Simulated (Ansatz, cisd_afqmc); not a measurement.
System: GaH, charge 0, triplet. This triplet is an excited state, 2.0 eV above the singlet at CCSD(T)/cc-pV5Z (Ansatz, a quantum-chemistry and plane-wave program). GaH (SMILES [GaH], triplet).
B3LYP-D3(BJ)/def2-TZVP minimum from Ansatz:
```
Ga
H 1 1.6249
```
Charge 0, spin multiplicity 3.

Total energies in cc-pVDZ, 4 correlated electrons, 14 frozen orbitals. Radicals and triplets start from unrestricted determinants; spin-orbit coupling is neglected. Cores are frozen in correlated methods (noble-gas shells, and filled d and f shells in the p block). No relativity. The Monte Carlo rows (phaseless AFQMC, CISD trial, step 0.005/hartree) carry one-sigma bars that omit the constraint's bias. Outlying blocks are dropped, and bars are widened where a walk drifts. Over all cases where full CI ran beside it in this data, AFQMC minus full CI had a median of +0.1 mEh and passed +0.4 mEh in a tenth of the cases. The spin of HGa ([GaH], triplet) was assumed, and the state is the lowest solution found for it.

| method | program | energy (Eh) | minus CCSDTQ (mEh) |
|---|---|---|---|
| HF | Ansatz | -1923.71459 | 50.24 |
| MP2 | Ansatz | -1923.74915 | 15.68 |
| CCSD | Ansatz | -1923.76351 | 1.32 |
| CCSD(T) | Ansatz | -1923.76441 | 0.42 |
| CCSDT(Q) | Ansatz | -1923.76483 | 0.00 |
| CCSDTQ | Ansatz | -1923.76483 | 0.00 |
| AFQMC/CISD | cisd_afqmc | -1923.7647 ± 0.0001 | 0.1 ± 0.1 |
